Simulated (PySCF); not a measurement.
**Structure elucidation problem**

The spectra below were simulated for a compound C5H9NOSi.

¹H NMR (600 MHz, computed): δ 6.36 (m, 1H), 6.19 (m, 1H), 5.77 (m, 1H), 5.08 (s, 3H), 3.68 (s, 3H).

¹³C{¹H} NMR (computed): δ 151.3 (C), 121.1 (CH), 110.9 (CH), 100.2 (CH), 37.6 (CH3).

No solvent, single conformer, relativity neglected, averaged over atoms made equivalent by symmetry, fast rotation or ring inversion. Coordinates at the GFN2-xTB level; σ from GIAO-PBE0/pcSseg-1; PySCF.

Chemical shifts δ = σref − σ; TMS for ¹H (31.72 ppm), ¹³C (186.93 ppm), all at this level.

Q: Which of these isomers gave the spectra?
A. C=C[C@H](C)O[SiH2]C#N
B. Cn1ccc(O[SiH3])c1
C. N#C[C@H]1CC[SiH2]OC1
D. COc1ccn([SiH3])c1

A: B. 

1. Rings plus π bonds: 3 (1 ring in the answer).
2. 5 carbon signals for 5 carbons: no two carbons are equivalent.
3. Carbon types of the structure: 1 × C, 3 × CH, 1 × CH3, leaving 3 H on heteroatoms.
4. δC 151.3: aromatic carbon bearing oxygen; an ipso carbon deshielded by its heteroatom.
5. δC 121.1, 110.9: aromatic CH next to a ring nitrogen.
6. δC 100.2: aromatic CH; π donation from the O or N substituent raises the electron density at positions ortho and para to it.
7. δC 37.6: methyl carbon bonded to N; deshielded by the electronegative neighbour.
8. δH 3.68: hydrogen on a methyl carbon bonded to N; its carbon carries N, an electronegative neighbour.

The others: N#C[C@H]1CC[SiH2]OC1 would give 9 signals for carbon-bound and other non-exchanging H, not 5; COc1ccn([SiH3])c1 has carbons computed at 159.2, 126.8, 111.3, 106.0, 57.8; C=C[C@H](C)O[SiH2]C#N would give 7 signals for carbon-bound and other non-exchanging H, not 5.

Shifts are as computed. Against solution values, carbons near 30 ppm lie about +3 ppm off and those near 130 ppm about +5 ppm. Of 1211 compounds with measured shifts, 218 miss one by over three times the rms of a fit or turn the order of signals round; such compounds aren't used in these exercises. Multiplicities follow the n + 1 count of equivalent neighbours, as no J values were calculated; m marks all less simple cases, F and P coupling included.
